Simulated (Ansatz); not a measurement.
Molecule: sum formula H8SiN3O, net charge 1, singlet state. It need not be the lowest isomer of its formula. 
Structure (B3LYP-D3(BJ)/def2-TZVP (Ansatz, an electronic-structure program) minimum search):
```xyz
13

N     -0.1479     1.6276    -0.5867
Si     0.1111     0.0308    -0.1794
N      1.6300    -0.2945     0.4387
N     -0.7267    -1.0639    -1.1351
O     -0.8132    -0.3069     1.4358
H     -0.6922     1.9192    -1.3832
H      0.3118     2.4012    -0.1323
H      2.4580     0.0979     0.0161
H      1.8447    -1.0770     1.0371
H     -0.3371    -1.9633    -1.3734
H     -1.4888    -0.8114    -1.7456
H     -1.7027    -0.6891     1.3710
H     -0.7309     0.2626     2.2170
```
Charge +1, spin multiplicity 1.

Basis-set convergence of Hartree-Fock and MP2 correlation energies (hartree) with Ansatz. Correlated levels leave the core frozen unless marked. Spin-orbit coupling is left out. No relativistic terms.

```
basis        functions       E(HF)  E(corr, MP2)
-----------  ---------  ----------  ------------
cc-pV(D+d)Z        119  -531.73611      -0.79598
cc-pV(T+d)Z        271  -531.84592      -1.00203
cc-pV(Q+d)Z        524  -531.86895      -1.07559
```

Extrapolating the two largest sets (X = 3 and 4) as X^-3: E(corr) = (64·(-1.07559) - 27·(-1.00203))/37 = -1.1293 Eh, an estimate of the basis-set limit. The largest set recovers 95.2 % of it, the smallest 70.5 %.
